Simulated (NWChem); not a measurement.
C3H4ClF; SMILES C/C(Cl)=C\F

Results from NWChem. Medium grid unless said otherwise, to which SCAN and Minnesota functionals are sensitive. All runs use the structure optimised with B3LYP/6-31G* (spherical d). B3LYP is NWChem's, with the RPA form of VWN correlation. Total energies of different functionals are on different scales.

```tsv
level	energy (Ha)	highest occupied level (eV)	orbital gap (eV)	dipole (D)
PBE/def2-SVP	-675.9948	-5.75	5.06	0.49
B3LYP/def2-SVP	-676.4462	(withheld)	(withheld)	0.45
Hartree-Fock/def2-SVP	-674.5254	-9.94	14.16	0.42
PBE0/def2-SVP	-676.0458	-7.09	7.33	0.48
TPSSh/def2-SVP	-676.4566	-6.39	6.17	0.49
r2SCAN/def2-SVP	-676.2877	-6.08	5.50	0.55
```

Q: Some entries are withheld; supply them.

A: 
- B3LYP/def2-SVP, highest occupied level (eV): -6.79
- B3LYP/def2-SVP, orbital gap (eV): 6.86
